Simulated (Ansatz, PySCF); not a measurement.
This triplet is an excited state, 0.93 eV above the relaxed singlet at the level frozen-core CCSD(T)/cc-pVTZ // PBE0-D3(BJ)/def2-TZVP (Ansatz, a first-principles code).

Z-matrix (Å, degrees):
```
C
O 1 1.1888
H 1 1.1210 2 123.10
Ge 1 1.9957 3 103.64 2 180.00
H 4 1.5739 1 101.67 3 0.00
```
Charge 0, spin multiplicity 3.

### Question
What is the computed total energy, highest occupied spin orbital and dipole moment (PBE0-D3(BJ)/def2-TZVP (PySCF))?

### Answer

* **total energy**: -2191.0967 Ha
* **highest occupied spin orbital**: -6.01 eV
* **dipole moment**: 0.333 e·Å
